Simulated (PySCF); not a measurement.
## UHF on Ca (calcium, neutral)

Configuration: [Ar] 4s2, closed-shell 1S. Computed with PySCF 2.14 in aug-cc-pwCVQZ-X2C (11s10p8d6f3g, 150 functions), with the spin-free X2C one-electron Hamiltonian (Gaussian nucleus).

* Total energy: -679.636810 hartree
* One-electron energy: -930.3486 hartree
* Hartree (Coulomb) energy: 286.1622 hartree
* Exchange energy: -35.4504 hartree
* ⟨S²⟩: 0.0000
* ⟨L²⟩: 0.000
* Sum of ⟨r⟩: 21.18 bohr
* Sum of ⟨r²⟩: 56.21 bohr²
* Langevin diamagnetic susceptibility: -44.5 ×10⁻⁶ cm³/mol

```
shell  electrons  mean orbital energy (hartree)  rms radius, mean of both spins (bohr)
   1s          2                     -150.11250                                 0.0888
   2s          2                      -16.96358                                  0.393
   2p          6                      -13.63724                                  0.362
   3s          2                       -2.26169                                   1.24
   3p          6                       -1.33890                                   1.38
   4s          2                       -0.19630                                   4.51
```

Densities and radii are taken from the X2C orbitals without a picture-change correction, which distorts them close to the nucleus.

Spin-orbit constants ζ (cm⁻¹) from the X2C one-electron operator on these orbitals: bare nucleus, nucleus screened by l(l+1)(2l+1)/3 electrons, and screened by the Breit-Pauli mean field of the electrons.

| shell | bare | screened nucleus | mean field |
| --- | --- | --- | --- |
| 2p | 21470 | 19330 | n/a |
| 3p | 2081 | 1873 | n/a |
